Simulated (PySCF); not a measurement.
**Bond curve of CaCd**

Set-up: basis Ca def2-SVP, Cd def2-SVP with ECP28; scalar-relativistic core potentials; PySCF 2.14. Energies in eV from Ca + Cd in their ground configurations at the same level. State: ¹Σ⁺ (singlet), closed shell.

All columns are PBE0. A positive dipole means Ca(−)Cd(+).

| R (Å) | E (eV) | μ (D) | Mulliken charge on Ca (basis-dependent) | HOMO (eV) | LUMO (eV) | Mayer bond order | ⟨S²⟩ |
| --- | --- | --- | --- | --- | --- | --- | --- |
| 3.316 | -0.029 | 0.32 | -0.04 | -4.00 | -1.35 | 0.54 | 0.00 |
| 3.470 | -0.076 | 0.20 | -0.02 | -4.06 | -1.26 | 0.47 | 0.00 |
| 3.625 | -0.099 | 0.10 | -0.01 | -4.11 | -1.26 | 0.41 | 0.00 |
| 3.740 | -0.106 | 0.03 | 0.00 | -4.14 | -1.25 | 0.36 | 0.00 |
| 3.856 | -0.108 | -0.02 | 0.01 | -4.17 | -1.25 | 0.32 | 0.00 |
| 3.972 | -0.106 | -0.07 | 0.01 | -4.20 | -1.24 | 0.28 | 0.00 |
| 4.126 | -0.099 | -0.12 | 0.02 | -4.23 | -1.22 | 0.24 | 0.00 |
| 4.319 | -0.086 | -0.16 | 0.02 | -4.26 | -1.20 | 0.19 | 0.00 |
| 4.550 | -0.071 | -0.18 | 0.02 | -4.29 | -1.17 | 0.14 | 0.00 |
| 4.859 | -0.051 | -0.19 | 0.02 | -4.31 | -1.11 | 0.09 | 0.00 |

A fit through these points gives, at Re = 3.837 Å, μ = -0.02 D and dμ/dR = -0.452 D/Å; the reduced mass is 29.58 u.

Problem. How strong is the fundamental in the double-harmonic approximation, I = 42.26·(dμ/dR)²/μred km/mol?

Solution. I = 42.26·(-0.452)²/29.58 = 0.292 km/mol at PBE0.

Closed-shell solutions of metal pairs were not tested for spin polarisation, which can lower them a little. The bond is weak. Basis-set superposition, not corrected here, can be much of De in a small basis, most of all at correlated wavefunction levels. Functionals without a dispersion term scatter widely for such bonds, and LDA overbinds them.
